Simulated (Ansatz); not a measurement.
CH8GeSSi can be A, `[SiH3][GeH2][CH2]S`, or B, `CS[SiH2][GeH3]`.

Calculated with Ansatz (gas phase, PBE0-D4/def2-TZVP geometries, no zero-point term in ΔE). CCSD(T)/CBS adds triple-zeta CCSD(T) − MP2 to the extrapolated MP2 energy (def2 sets, frozen cores). Functionals use def2-TZVPP. For Ge outer-core shells are correlated without core-valence functions, which leaves a few kJ/mol of doubt a bond. Scalar relativity is left out up to krypton. Each species was taken in one conformer, which may not be the lowest.

(1) Which is lower in electronic energy at CCSD(T)/CBS, and by how much? (Best estimate.)

(2) Give E(B) − E(A) in kcal/mol with ωB97M-V, MP2/def2-TZVPP, BLYP-D4, PBE-D4, CCSD/def2-TZVPP, CCSD(T)/def2-TZVPP, PBE0-D4. (An estimate is asked.)

(3) Does the order hold for the free energy at 298.15 K (harmonic terms from PBE0-D4)? (Estimate.)

Largest T1 diagnostic: 0.012.

## Answers

(1) Ansatz gave: B, by 16.7 kcal/mol.

(2) The calculation gave: ωB97M-V -17.0, MP2/def2-TZVPP -16.2, BLYP-D4 -17.4, PBE-D4 -18.0, CCSD/def2-TZVPP -15.8, CCSD(T)/def2-TZVPP -15.7, PBE0-D4 -18.1. None reverses the order clearly.

(3) Computed: Yes: G(B) − G(A) = -15.6 kcal/mol, for one conformer each. Modes under 60 cm⁻¹, often nearly free rotors, make the harmonic entropy too high.

In def2-TZVPP, CCSD(T) changes the Hartree–Fock value by +2.1 kcal/mol (the triples alone add +0.0 kcal/mol) and MP2 by +1.7 kcal/mol. At CCSD(T), def2-SVP lies +1.9 kcal/mol from the extrapolated value and def2-TZVPP +1.0 kcal/mol.
